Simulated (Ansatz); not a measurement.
Start from `BN[SiH](F)F` and change one atom or group to get `F[SiH2]N[SiH](F)F`.

Ansatz, PBE0-D4/def2-TZVP geometries, multiplicity 1. Each molecule was computed in one conformer, which needn't be the lowest.

```csv
property,`BN[SiH](F)F`
HOMO–LUMO gap (ωB97M-V/def2-TZVPP) / eV,13.07
LUMO energy (PBE0/def2-TZVPP) / eV,-0.59
HOMO energy (PBE0/def2-TZVPP) / eV,-9.43
size of the dipole moment (PBE/def2-TZVPP) / D,0.80
LUMO energy (ωB97M-V/def2-TZVPP) / eV,1.30
LUMO energy (B3LYP/def2-TZVPP) / eV,-0.82
```

Give the same properties after the change, and the shifts. (Best estimate.)

Computed: 
```
                                      property  `F[SiH2]N[SiH](F)F`  shift
       HOMO–LUMO gap (ωB97M-V/def2-TZVPP) / eV                13.30   0.23
            LUMO energy (PBE0/def2-TZVPP) / eV                 0.28   0.87
            HOMO energy (PBE0/def2-TZVPP) / eV                -9.07   0.36
size of the dipole moment (PBE/def2-TZVPP) / D                 1.39   0.59
         LUMO energy (ωB97M-V/def2-TZVPP) / eV                 1.84   0.54
           LUMO energy (B3LYP/def2-TZVPP) / eV                 0.02   0.84
```

With PBE0 the HOMO rises by 0.36 eV and the LUMO rises by 0.87 eV, so the gap widens by about 0.51 eV. PBE moves the HOMO by 0.38 eV and ωB97M-V by 0.31 eV. The zero-point energy changes by -3.9 kJ/mol with +3 modes. Dipoles are sizes alone; their direction can turn.

B3LYP here is the variant with VWN-RPA as its local correlation; programs differ in this.
